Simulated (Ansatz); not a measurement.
A structure relaxed at PBE0-D4/def2-TZVP, charge 0, multiplicity 1:

```xyz
14

C    -0.6569   -0.0392    1.6739
N    -0.2497   -0.3417    0.3248
C    -0.6040   -1.6928   -0.0310
Y     0.7540    1.0377   -0.9841
O     1.1288    2.8796   -0.2073
O     1.2068    0.3293   -2.8360
H    -0.1832   -0.7077    2.4120
H    -1.7462   -0.1401    1.8130
H    -0.3877    0.9877    1.9443
H    -0.2946   -1.9229   -1.0564
H    -1.6909   -1.8687    0.0308
H    -0.1280   -2.4363    0.6299
H     1.3704    3.7735    0.0144
H     1.4812    0.1418   -3.7282
```

(1) Give its formula and SMILES.

(2) Point group (tolerance 0.08 Å, 0.16 Å for H)?

(3) Summarise the bond lengths by kind.

## Answers

(1) C2H8NO2Y, `C[N](C)[Y]([OH])[OH]`.

(2) C2v.

(3) 2 × C–N 1.441 Å; 6 × C–H 1.095 to 1.103 Å; 1 × N–Y 2.150 Å; 2 × O–Y 2.034 Å; 2 × H–O 0.952 Å.

Computed with Ansatz.
